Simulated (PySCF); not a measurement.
CH4S2Zn, SMILES C[S][Zn][SH].

The structure is a stationary point at PBE0-D3(BJ)/def2-SVP. The values are those of a single conformer.

These are PBE0-D3(BJ)/def2-SVP (PySCF 2.14.0) values and carry that method's errors.

Frequencies are harmonic and unscaled.

| mode | ν (cm⁻¹) | IR (km/mol) | moving atoms (share of kinetic energy) |
|---|---|---|---|
| 1 | 68 | 4.4 | S 32 %, Zn 31 %, C 24 %, H 12 % |
| 2 | 85 | 8.7 | Zn 38 %, S 35 %, H 26 % |
| 3 | 99 | 18.1 | H 93 % |
| 4 | 128 | 5.5 | H 75 %, S 15 %, Zn 10 % |
| 5 | 176 | 4.0 | C 33 %, Zn 27 %, S 25 %, H 14 % |
| 6 | 330 | 0.0 | S 96 % |
| 7 | 462 | 59.4 | Zn 50 %, S 47 % |
| 8 | 624 | 6.5 | H 93 % |
| 9 | 724 | 4.4 | C 59 %, S 31 %, H 10 % |
| 10 | 954 | 4.8 | H 84 %, C 14 % |
| 11 | 971 | 9.8 | H 82 %, C 16 % |
| 12 | 1336 | 13.8 | H 87 %, C 13 % |
| 13 | 1455 | 9.0 | H 95 % |
| 14 | 1456 | 9.3 | H 95 % |
| 15 | 2704 | 1.1 | H 97 % |
| 16 | 3066 | 25.3 | H 98 % |
| 17 | 3176 | 5.0 | H 90 %, C 10 % |
| 18 | 3178 | 1.3 | H 90 %, C 10 % |
